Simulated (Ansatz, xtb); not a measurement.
## C3H11OPSi2: which of two isomers lies lower

Structure I: `P[Si@@H]1CCC[SiH2]O1`, a singlet. Structure II: `C[C@@H]1C[SiH2]O[Si@@H]1P`, a singlet. Both are isolated molecules in the gas phase, relaxed with PBE0-D3(BJ)/def2-SVP; each stands in its lowest conformer found.

I (Å):

```xyz
18

C     1.6805   -2.4645   -0.4603
C     1.4022   -1.7381    0.8642
C     1.3286   -0.2115    0.7104
O    -0.2183   -0.6748   -1.6633
P    -1.4581   -3.5469   -1.0226
Si    0.2825   -2.2676   -1.7090
Si   -0.1111    0.3674   -0.3580
H    -0.8532   -4.7560   -1.4901
H    -2.2054   -3.3456   -2.2227
H     0.7219   -2.5857   -3.0993
H     2.6114   -2.0773   -0.9126
H     1.8526   -3.5403   -0.2837
H     2.1891   -1.9950    1.5935
H     0.4600   -2.1160    1.3025
H     1.2450    0.2723    1.6988
H     2.2686    0.1624    0.2666
H    -1.3891    0.3170    0.4179
H     0.0963    1.7546   -0.8655
```

II (Å):

```xyz
18

C    -1.2244   -1.8136   -1.2719
C     0.2832   -1.9615   -1.1176
C     0.7072   -2.9174    0.0187
O     2.6627   -0.9985   -0.1132
P     0.3593    1.1400    0.5976
Si    2.5492   -2.6150    0.3392
Si    1.2791   -0.3609   -0.8231
H    -1.4876   -1.1435   -2.1062
H    -1.6779   -1.3975   -0.3578
H    -1.7050   -2.7866   -1.4648
H     0.6981   -2.3544   -2.0669
H     0.4621   -3.9674   -0.2141
H     0.1546   -2.6658    0.9428
H     2.9486   -2.7888    1.7653
H     3.4378   -3.4509   -0.5229
H     1.6151    0.3635   -2.0850
H    -0.8199    1.2699   -0.2029
H    -0.2115    0.1291    1.4338
```

Which of the two would you expect CCSD(T)/def2-SVP + ΔMP2/def2-TZVPP electronic energies to favour?

Structure I; the calculation gives E(II) − E(I) = +0.220 eV.

How the difference moves with the method:

```
                             level              geometry  E(II) − E(I) (eV)  departure from the last row (eV)  job, with rough time for the two
                          GFN2-xTB              GFN2-xTB              +0.240                            +0.020              optimisation, 0.23 s
                         HF/STO-3G              GFN2-xTB              +0.203                            −0.017              single point, 0.46 s
                r2SCAN-D4/def2-SVP              GFN2-xTB              +0.270                            +0.050               single point, 4.9 s
              PBE0-D3(BJ)/def2-SVP  PBE0-D3(BJ)/def2-SVP              +0.241                            +0.021                optimisation, 53 s
                       HF/def2-SVP  PBE0-D3(BJ)/def2-SVP              +0.331                            +0.111           part of the CCSD(T) run
                      MP2/def2-SVP  PBE0-D3(BJ)/def2-SVP              +0.220                             0.000           part of the CCSD(T) run
                  CCSD(T)/def2-SVP  PBE0-D3(BJ)/def2-SVP              +0.224                            +0.004                      single point
CCSD(T)/def2-SVP + ΔMP2/def2-TZVPP  PBE0-D3(BJ)/def2-SVP              +0.220                                                  single point, 95 s
```

As drawn, both hold the same kinds of bond in the same numbers. Structure I has 0 methyl groups, II 1. Structure I has a 6-membered ring, II a 5-membered ring.

None of the levels shown reverses the order. The largest departure from CCSD(T)/def2-SVP + ΔMP2/def2-TZVPP is that of HF/def2-SVP, 0.111 eV. The last row adds to CCSD(T) the change of the MP2 difference between the two basis sets, here −0.004 eV.

With thermal terms from frequencies at re-optimised GFN2-xTB minima (ideal gas, soft modes damped towards free rotors, one conformer each, 298.15 K, 1 atm): the zero-point term adds −0.014 eV; ΔH is +0.213 and ΔG +0.201 eV.

The correlated steps freeze 19 core orbitals. Codes used: Ansatz 0.2.0, xtb 6.7.1; the last row on 4 threads of Arm Neoverse V2 on a shared host.
